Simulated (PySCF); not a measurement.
C2H5OS, SMILES [CH2]S(C)=O, multiplicity 2. Geometry optimised at PBE-D3(BJ)/def2-SVP. The isomer is the one that the SMILES or the coordinates give; other isomers of the formula were not compared.

Computed equilibrium geometry at PBE-D3(BJ)/def2-SVP (PySCF confirms it by a frequency run) as bond lengths and angles:
Atoms: C1 S2 C3 O4 H5 H6 H7 H8 H9. Bonded distances (Å): C1–S2 1.741, C1–H5 1.103, C1–H6 1.102, S2–C3 1.853, S2–O4 1.511, C3–H7 1.106, C3–H8 1.107, C3–H9 1.106. Bond angles (°): S2–C1–H5 116.3, S2–C1–H6 114.5, H5–C1–H6 119.6, C1–S2–C3 99.8, C1–S2–O4 112.5, C3–S2–O4 108.0, S2–C3–H7 107.3, S2–C3–H8 109.8, S2–C3–H9 105.7, H7–C3–H8 111.7, H7–C3–H9 111.1, H8–C3–H9 110.9.
Charge 0, spin multiplicity 2.
